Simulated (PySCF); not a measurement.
# Electron correlation in F+ (fluorine, charge +1)

[He] 2s2 2p4, high-spin 3P determinant. Computed with PySCF 2.14 in aug-cc-pCVTZ-DK (7s6p4d2f, 59 functions), with the spin-free X2C one-electron Hamiltonian (Gaussian nucleus). Frozen: nothing; 8 electrons correlated.

```csv
level,correlation energy (mhartree)
CCSD,-220.51
(T),-2.55
CCSD(T),-223.06
```

Diagnostics: T1 = 0.0036, D1 = 0.0085, largest double amplitude 0.025.

Cost of the coupled-cluster step: roughly 12 core-seconds, for 8 correlated electrons.

Iterations:

```
CC2 = 0
CCSD nocc = (np.int64(5), np.int64(3)), nmo = (59, 59)
frozen orbitals [[], []]
max_cycle = 100
direct = 0
conv_tol = 1e-08
conv_tol_normt = 1e-06
diis_space = 8
diis_start_cycle = 0
Init t2, MP2 energy = -0.204512067867114
Init E_corr(UCCSD) = -0.204512067868847
cycle = 1  E_corr(UCCSD) = -0.217454198163818  dE = -0.0129421303  norm(t1,t2) = 0.0208355
cycle = 2  E_corr(UCCSD) = -0.21968330103894  dE = -0.00222910288  norm(t1,t2) = 0.00672799
cycle = 3  E_corr(UCCSD) = -0.220548148876749  dE = -0.000864847838  norm(t1,t2) = 0.00287532
cycle = 4  E_corr(UCCSD) = -0.220505632751137  dE = 4.25161256e-05  norm(t1,t2) = 0.000669512
cycle = 5  E_corr(UCCSD) = -0.220509916536146  dE = -4.28378501e-06  norm(t1,t2) = 0.000159636
cycle = 6  E_corr(UCCSD) = -0.220514253139921  dE = -4.33660377e-06  norm(t1,t2) = 4.41273e-05
cycle = 7  E_corr(UCCSD) = -0.220513634771125  dE = 6.18368796e-07  norm(t1,t2) = 1.03983e-05
cycle = 8  E_corr(UCCSD) = -0.220513517748361  dE = 1.17022764e-07  norm(t1,t2) = 2.17266e-06
cycle = 9  E_corr(UCCSD) = -0.220513554861993  dE = -3.71136326e-08  norm(t1,t2) = 5.11549e-07
cycle = 10  E_corr(UCCSD) = -0.220513556012579  dE = -1.15058618e-09  norm(t1,t2) = 8.53141e-08
UCCSD converged
E(UCCSD) = -99.13893352846746  E_corr = -0.2205135560125795
UCCSD(T) correction = -0.00254936461656698
```
